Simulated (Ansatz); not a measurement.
# Redistribution: C2H3F2I + C2H2F3I → C2H3FI2 + C2H2F4

Species: C2H3F2I `FCC(F)I`, singlet; C2H2F3I `FC(F)(F)CI`, singlet; C2H3FI2 `FC(I)CI`, singlet; C2H2F4 (norflurane) `FCC(F)(F)F`, singlet. The partners trade F for I; both sit on C, so the bond types are kept.

Shapes, held fixed at every level: PBE0-D4/def2-TZVP. Flexible molecules stand in one conformer, not always the lowest. Programs: Ansatz 0.2.0. The zero-point and thermal change to 298 K, harmonic and unscaled (PBE0-D4/def2-TZVP), is +0.4 kJ/mol.

```csv
level,kind,ΔH(298 K) (kJ/mol),less CCSD(T)/def2-TZVPP
HF/def2-TZVPP,Hartree–Fock,-0.9,-0.7
PBE-D4/def2-TZVPP,GGA,-1.3,-1.1
r2SCAN0-D4/def2-TZVPP,global hybrid,-0.9,-0.7
wB97X-V/def2-TZVPP,range-separated hybrid,+3.4,+3.6
MP2/def2-SVP,perturbation theory,-5.1,-4.9
CCSD/def2-SVP,coupled cluster or CI,-2.9,-2.7
CCSD(T)/def2-TZVPP,coupled cluster or CI,-0.2,0.0
```

The highest level, CCSD(T)/def2-TZVPP, gives ΔH(298 K) = -0.2 kJ/mol; the levels span -5.1 to +3.4. That is about zero within the method's error. They disagree on the sign: 1 of 7 are positive. The column of differences is taken from that level and isn't an error. No measured value is set beside it here. For atoms past krypton def2 sets carry core potentials with scalar relativity. Outer-core shells of I are correlated, in sets that cover them unevenly.
